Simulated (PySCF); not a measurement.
Coordinates in bohr (charge 0 multiplicity 1):
```
B     0.0000    0.0000    0.0000
Br    3.6082    0.0000    0.0000
Br   -1.8041    3.1248    0.0000
Br   -1.8041   -3.1248    0.0000
```

Level of theory: PySCF, B3LYP, basis B def2-TZVP, Br def2-TZVP (no relativity, density fitting).

This geometry of BBr₃ is a stationary point at this level.

Task: What is the point group?

Result: D3h.

Task: Is it a minimum?

Result: Yes: all harmonic wavenumbers are real.

Task: List the harmonic modes with their infrared intensities.

Result: 
| symmetry | ω (cm⁻¹) | IR (km/mol, summed over degenerate members) |
| --- | --- | --- |
| e' | 151 | 0.1 |
| a1' | 277 | 0.0 |
| a2'' | 386 | 0.4 |
| e' | 800 | 573 |

Task: What is the atomisation energy, with and without zero-point energy?

Result: 1114 kJ/mol without, 1099 kJ/mol with.

In D3h the vibrations span 2e' + a1' + a2''. The a1' mode carries no infrared intensity, as symmetry demands.
